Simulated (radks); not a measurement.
The numbers below are computed, except where a source is named.
Species: In XXXI. Configuration: [Ar] 3d1 (the NIST ground configuration). Level of theory: non-relativistic Kohn-Sham, Tao-Mo meta-GGA, spin-polarised, spherical densities, point nucleus; open shells are filled with parallel spins first (spin-orbit coupling, left out, can overturn this in heavy ions); meta-GGA in the generalised Kohn-Sham scheme; relativity is left out, which matters for an element this heavy (a radial shooting solver on a logarithmic mesh with Libxc functionals).

Unscreened Slater integrals over Kohn-Sham orbitals (eV). They are taken over the spin-up orbitals. Empty in this configuration: 4s.

F0(3d,3d): 88.170
F2(3d,3d): 45.518
F4(3d,3d): 29.430
F0(3d,3p): 81.279
F2(3d,3p): 39.160
G1(3d,3p): 41.521
G3(3d,3p): 27.861
F0(3d,3s): 79.208
G2(3d,3s): 30.205
F0(3d,2p): 111.81
F2(3d,2p): 33.757
G1(3d,2p): 31.348
G3(3d,2p): 18.095
F0(3d,4s): 48.279
G2(3d,4s): 4.4497
F0(3p,3p): 77.197
F2(3p,3p): 39.048
F0(3p,3s): 75.431
G1(3p,3s): 48.730
F0(3p,2p): 102.15
F2(3p,2p): 25.484
G0(3p,2p): 9.9806
G2(3p,2p): 10.996
F0(3p,4s): 47.235
G1(3p,4s): 4.8968
F0(3s,3s): 73.991
F0(3s,2p): 97.106
G1(3s,2p): 9.7534
F0(3s,4s): 46.830
G0(3s,4s): 3.6835
F0(2p,2p): 218.16
F2(2p,2p): 104.27
F0(2p,4s): 53.943
G1(2p,4s): 2.9217
F0(4s,4s): 38.347

Derived for the open shells (J is the average intra-shell exchange parameter used in DFT+U). 3d: Racah B = F2/49 - 5 F4/441 = 0.5953 eV, C = 35 F4/441 = 2.336 eV, C/B = 3.92, F4/F2 = 0.647, J = (F2 + F4)/14 = 5.353 eV.
